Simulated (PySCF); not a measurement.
**Worked example: dipole moment from atomic charges**

Mo(O)2(OH)2 (H₂MoO₄), SMILES [OH][Mo]([OH])(=[O])=[O], multiplicity 1. Atoms are numbered in the order given.

```xyz
7

Mo     0.0000     0.0000    -0.0363
O      0.0000     1.3519    -1.0663
O      0.0000    -1.3519    -1.0663
O      1.5245     0.0000     1.0626
H      2.4607     0.0000     0.7919
O     -1.5245     0.0000     1.0626
H     -2.4607     0.0000     0.7919
```
Charge 0, spin multiplicity 1.

The structure is a stationary point at PBE-D3(BJ)/def2-SVP. A frequency run showed that this geometry is not a minimum. The multiplicity is an assumed one; no other spin state was optimised. The isomer is the one that the SMILES or the coordinates give; other isomers of the formula were not compared. The def2 effective core potentials stand for the cores of Mo; spin–orbit coupling is left out. The values are those of a single conformer.

Charges (e) from M06-2X/def2-TZVP run with PySCF:

```
atom  ESP fit  Mulliken
----  -------  --------
Mo1     1.366     1.908
O2     -0.471    -0.565
O3     -0.471    -0.565
O4     -0.642    -0.765
H5      0.431     0.376
O6     -0.642    -0.765
H7      0.431     0.376
```

The dipole moment of the full density is 1.30 D.

Task: What dipole moment does each set of point charges give, and which comes closer to that of the density?

Result: 
μ = Σ q r, and 1 e Å = 4.8032 D.
ESP fit: Σ q r = (0.000, 0.000, 0.273) e Å, |μ| = 1.31 D.
Mulliken: Σ q r = (0.000, 0.000, 0.105) e Å, |μ| = 0.51 D.
ESP fit comes closer in size. Point charges leave out the atoms' own dipoles (lone pairs, polarised bonds); fits to the potential absorb them, partitions of the density don't.
